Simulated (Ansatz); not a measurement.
Input file for Ansatz (a first-principles code): U-CCSDT(Q)/cc-pVDZ on CH (SMILES [CH]), 2S+1 = 2, a spin state set in the input, which need not be the lowest, at the other state's geometry.

Ansatz 0.2 input:
```yaml
crystal:
  periodic: [false, false, false]
  atoms:
    - {symbol: C, position_ang: [-0.00000000, -0.00000000, -0.15625742]}
    - {symbol: H, position_ang: [0.00000000, 0.00000000, 0.93754450]}
basis:
  gaussian:
    orbitals: cc-pVDZ
magnetization: {spin_polarized: true, initial_magnetization: 1}
correlation: {method: ccsdt_q, electrons: outside_noble_gas}
scf: {omitted_lower_state_checks: [cluster_reference]}
```

It printed:

```
Functional definition: HF
[...]
these checks for a lower state are left out or cut short: cluster_reference
integrals: 0.00 GiB planned
313 factors; integrals over basis functions are off by at most 1.3e-7 eV
mean field: 0.04 GiB planned
mean field evaluation 1: about -1041.0398 eV, gradient 6.9e0 eV
mean field evaluation 2: about -1041.0396 eV, gradient 6.9e0 eV
mean field evaluation 4: about -1041.4374 eV, gradient 4.6e-1 eV
mean field evaluation 8: about -1041.4403 eV, gradient 1.4e-5 eV
mean field evaluation 16: about -1041.5314 eV, gradient 1.3e-1 eV
mean field evaluation 32: about -1041.4398 eV, gradient 2.7e-1 eV
mean field -1041.53282044 eV, -38.2756251747 hartree, gradient 1.7e-6 eV, S^2 1.095597; 5 other end points of the search recorded, 0 dependent functions left out
1 core orbitals not correlated
reference -1041.53282044 eV, -38.2756251747 hartree; 3, 2 occupied and 15, 16 virtual orbitals, 313 factors
second order -1.95994496 eV of doubles, -0.00000000 eV of singles
coupled cluster: 0.05 GiB planned
cycle   1  -2.38317080 eV  change   -4.2e-1 eV  update   5.1e-2
cycle   2  -2.61309472 eV  change   -2.3e-1 eV  update   3.1e-2
cycle   3  -2.69762677 eV  change   -8.5e-2 eV  update   2.3e-2
cycle   4  -2.74938709 eV  change   -5.2e-2 eV  update   1.6e-2
cycle   5  -2.77686544 eV  change   -2.7e-2 eV  update   9.6e-3
cycle   6  -2.79060505 eV  change   -1.4e-2 eV  update   5.8e-3
cycle   7  -2.79378048 eV  change   -3.2e-3 eV  update   4.5e-3
cycle   8  -2.79490181 eV  change   -1.1e-3 eV  update   4.2e-3
cycle   9  -2.80586660 eV  change   -1.1e-2 eV  update   3.9e-3
cycle  10  -2.81482564 eV  change   -9.0e-3 eV  update   3.2e-3
cycle  11  -2.81413336 eV  change    6.9e-4 eV  update   2.5e-3
cycle  12  -2.81752815 eV  change   -3.4e-3 eV  update   1.2e-3
cycle  13  -2.81670840 eV  change    8.2e-4 eV  update   8.2e-4
cycle  14  -2.81759398 eV  change   -8.9e-4 eV  update   2.5e-4
cycle  15  -2.81748865 eV  change    1.1e-4 eV  update   1.1e-4
cycle  16  -2.81753108 eV  change   -4.2e-5 eV  update   5.6e-5
cycle  17  -2.81750489 eV  change    2.6e-5 eV  update   3.2e-5
cycle  18  -2.81748667 eV  change    1.8e-5 eV  update   1.6e-5
cycle  19  -2.81749737 eV  change   -1.1e-5 eV  update   8.2e-6
cycle  20  -2.81749691 eV  change    4.6e-7 eV  update   4.7e-6
cycle  21  -2.81749500 eV  change    1.9e-6 eV  update   3.4e-6
cycle  22  -2.81749011 eV  change    4.9e-6 eV  update   2.6e-6
cycle  23  -2.81748451 eV  change    5.6e-6 eV  update   2.2e-6
cycle  24  -2.81748014 eV  change    4.4e-6 eV  update   1.8e-6
cycle  25  -2.81747660 eV  change    3.5e-6 eV  update   1.6e-6
cycle  26  -2.81747424 eV  change    2.4e-6 eV  update   1.3e-6
cycle  27  -2.81747158 eV  change    2.7e-6 eV  update   1.1e-6
cycle  28  -2.81747144 eV  change    1.4e-7 eV  update   6.9e-7
cycle  29  -2.81747120 eV  change    2.4e-7 eV  update   4.4e-7
cycle  30  -2.81747080 eV  change    4.1e-7 eV  update   2.1e-7
coupled cluster: 0.05 GiB planned
perturbative correction -0.00180520 eV, -0.0000663397 hartree
Total energy: -1044.35209643 eV, -38.3792316565 hartree
Checks for a lower state left out: cluster_reference
```

The run converged. Its determinant has ⟨S²⟩ = 1.10, a mixture of spin states.

Cost: very roughly 4 core-seconds.
